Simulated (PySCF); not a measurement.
**Pt⁵⁴⁺: ionisation energy**

Pt⁵⁴⁺ [Ar] 3d6 (5D) → Pt⁵⁵⁺ [Ar] 3d5 (6S), as a difference of total energies. Calculation: PySCF 2.14, in an even-tempered Gaussian basis (17 s from 14 bohr⁻², ratio 2.5; 13 p from 18 bohr⁻², ratio 2.5; 7 d from 18 bohr⁻², ratio 2.5; 4 f from 68 bohr⁻², ratio 2.7; 3 g from 100 bohr⁻², ratio 2.7); scalar relativity by spin-free X2C-1e. Correlated levels: outer shells: [Ne] frozen; virtual orbitals above 40 to 60 times the deepest correlated orbital energy dropped. The calculations carry no spin-orbit coupling.

```csv
method,ionisation energy (eV)
UHF,5288.8
LDA,5290.3
PBE,5292.0
PBE0,5291.8
r2SCAN,5292.4
r2SCAN0,5292.0
MP2 (outer shells),5290.0
```

Question: Estimate what revPBE gives.

Answer: 5291.9 eV, closest to PBE among the rows shown.

Question: Estimate what SCS-MP2 (outer shells) gives.

Answer: 5290.3 eV, closest to LDA among the rows shown.

Spin-orbit coupling is strong in these open shells (close to jj coupling). The scalar numbers leave it out and a first-order estimate fails, so it can dominate the gap to the real levels.

Breit and QED terms and the two-electron picture change are absent.

For comparison: 5270 ± 5 eV (theoretical estimate listed by NIST; NIST Atomic Spectra Database, ionization energies).
